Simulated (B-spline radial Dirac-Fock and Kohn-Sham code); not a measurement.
**Run log: Re⁵⁺**

ΔSCF core binding energies without Breit or QED terms, calculated with a B-spline atomic structure program. Keys: rel is the Hamiltonian (dirac, or spin-free x2c and nr, where L3 and M5 stand for the whole 2p and 3d shells), method is hf or an exchange,correlation pair (spin-unpolarised, also for the hole states), nuc the nuclear model, radius_factor scales its radius, rmax is the box in bohr, h the logarithmic mesh step, order the B-spline order, points the quadrature points per cell, c_factor scales the speed of light, and damp, ndamp, maxit and tol steer the iteration. The run stops when the commutator error falls below 10·tol·max(1, Z/10), or the numerical noise floor, and the energy has settled to about 1e-8 Ha; the virial ratio is −V/T.

Input (task.json):

```json
{"items": [{"Z": 75, "q": 5, "cfg": [[1, 0, 2], [2, 0, 2], [2, 1, 6], [3, 0, 2], [3, 1, 6], [3, 2, 10], [4, 0, 2], [4, 1, 6], [4, 2, 10], [4, 3, 14], [5, 0, 2], [5, 1, 6], [5, 2, 2]], "A": 187, "rrms": 5.3698, "do": "settings", "holes": ["K", "L3", "M5"],
  "settings": [{"rel": "dirac", "method": "hf", "nuc": "fermi", "radius_factor": 1.0, "rmax": 45.0, "h": 0.3, "order": 8, "points": 10, "c_factor": 1.0, "maxit": 5, "damp": 0.5, "ndamp": 3, "tol": 1e-08}]}]}
```

Command: `python xray2_run.py task.json out`

Ground-state iterations:

```
iter   energy (Ha)        error
   1   -16700.25619993  2.17e+00
   2   -16702.02828917  2.03e-01
   3   -16702.54423921  2.61e-02
   4   -16702.55033216  1.22e-02
   5   -16702.55178451  2.18e-03
```

The ground state had not converged after 5 iterations, with total energy -16702.55178 Ha, virial ratio 1.88492 and highest orbital energy -65.76 eV. ΔSCF binding energies: K (1s) 72113.0 eV, L3 (2p3/2) 10639.8 eV, M5 (3d5/2) 1960.8 eV (not all states converged, so these are not final).

Task: One setting is unsound. Which, and why?

Result: maxit ends the run before self-consistency. With the default settings (Dirac Hartree-Fock): The ground state converged in 10 iterations, with total energy -16702.55183 Ha, virial ratio 1.88494 and highest orbital energy -65.73 eV. ΔSCF binding energies: K (1s) 72113.0 eV, L3 (2p3/2) 10639.8 eV, M5 (3d5/2) 1960.8 eV.
